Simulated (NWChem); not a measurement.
System: BeICl; SMILES [Cl][Be][I]

The following NWChem deck was run.

```
start job
memory heap 200 mb stack 900 mb global 1100 mb
geometry units angstroms noautosym nocenter noautoz
  Be     0.741644     0.367319    -0.783893
  Cl     1.921543     0.952123    -2.031507
  I     -0.665710    -0.329527     0.703419
end
basis spherical
  Be library def2-svpd
  Cl library def2-svpd
  I library def2-svpd
end
ecp
  I library def2-ecp
end
dft
  xc b3lyp
  iterations 150
end
tddft
  nroots 6
  notriplet
end
task tddft energy
```

All runs use the structure optimised with PBE0/def2-SVP. def2 effective core potentials on I; no spin-orbit coupling.

Vertical excitations in the gas phase.

**Question.** Give the results of this calculation. (B3LYP/def2-SVPD with def2 effective core potentials on I, full TDDFT.) Quantities: lowest excitation, singlet (eV); lowest state with f > 0.02, singlet (eV); oscillator strength of that bright state; orbital gap (eV).

**Answer.** The lowest excitation, singlet (eV) comes out as 5.85. The lowest state with f > 0.02, singlet (eV) is 6.11. The oscillator strength of that bright state is 0.041. The orbital gap (eV) is 7.01.
